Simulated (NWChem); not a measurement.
Species: CH3BeCl; SMILES [CH3][Be][Cl]

All runs: NWChem. Coordinates come from a PBE0/def2-SVP optimisation. Ions are spin-unrestricted doublets at the neutral geometry; other ion states weren't tried.

**Question.** Estimate the computed values for PBE/def2-SVP. Quantities: vertical ionisation energy, ΔSCF (eV); −ε(HOMO) (eV).

**Answer.** 
- vertical ionisation energy, ΔSCF (eV): 11.10
- −ε(HOMO) (eV): 7.51
